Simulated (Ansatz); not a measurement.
`CS[SiH2][SiH3]`, charge 0, multiplicity 1.

(1) Give a relaxed structure at PBE0-D4/def2-TZVP (the Gaussian-basis code of Ansatz). (Best estimate.)

## Answers

(1) Ansatz gave: 
Z-matrix (Å, degrees):
```
C
S 1 1.816
H 1 1.090 2 111.0
H 1 1.090 2 111.0 3 -122.6
H 1 1.090 2 106.8 3 118.7
Si 2 2.128 1 100.1 3 61.3
Si 6 2.338 2 107.2 1 -179.9
H 6 1.491 2 110.5 1 -59.0
H 6 1.491 2 110.5 1 59.2
H 7 1.486 6 110.2 2 -59.9
H 7 1.488 6 109.4 2 -179.7
H 7 1.486 6 110.2 2 60.6
```
Point group Cs.
This is one stationary point; other conformers may exist.
